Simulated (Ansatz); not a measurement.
Li5H5⁺, relaxed as a doublet with UKS PBE0-D4/def2-TZVP in Ansatz, starting from the GFN2-xTB geometry. Force threshold 0.02 eV/Å.

In the doublet, H7 and H10 lie 0.90 Å apart (atoms count from 1), so these atoms are partly bonded to each other. The structure comes from a short search, and lower isomers may exist.

Start:

```csv
atom,x (Å),y (Å),z (Å)
Li1,-0.422,0.024,-0.642
Li2,0.879,2.574,-1.585
Li3,1.255,1.513,1.040
Li4,-1.578,-2.728,-0.097
Li5,0.084,-1.346,1.755
H6,0.489,0.077,1.088
H7,-1.268,-1.305,-0.987
H8,-0.807,-2.583,1.268
H9,1.469,2.601,-0.117
H10,-0.102,1.173,-1.723
```

Task: Estimate the energy that the relaxation releases and the steps that it takes.

Result: 1.82 eV, in 29 steps; 35 s on 4 threads of Arm Neoverse V2 on a shared host. The force fell under the threshold at step 12, but the optimiser went on and released 0.078 eV more. No frequencies were taken in this run, so the end may be a saddle point.

Task: Does the start keep its bonding?

Result: Bonds lost: Li2–H10, Li4–H7 (atoms count from 1). Bonds formed: Li1–H8, Li1–H9 (atoms count from 1). Metal–metal contacts that move far: Li4–Li5 2.85 to 3.40 Å, Li2–Li3 2.86 to 3.41 Å.

Task: Predict the relaxed structure.

Result: 
Cartesian coordinates in Å:
```
Li 0.055 0.001 0.095
Li 0.025 1.998 -1.677
Li 1.753 1.441 1.205
Li -1.198 -2.167 -0.845
Li -0.115 -1.240 2.246
H 0.855 0.116 1.827
H -0.528 -0.451 -1.686
H -0.854 -1.537 0.695
H 1.015 1.553 -0.370
H -1.008 0.285 -1.490
```
Bond lengths (bridged metal pairs left out): 8 × H–Li 1.70 to 1.88 Å.
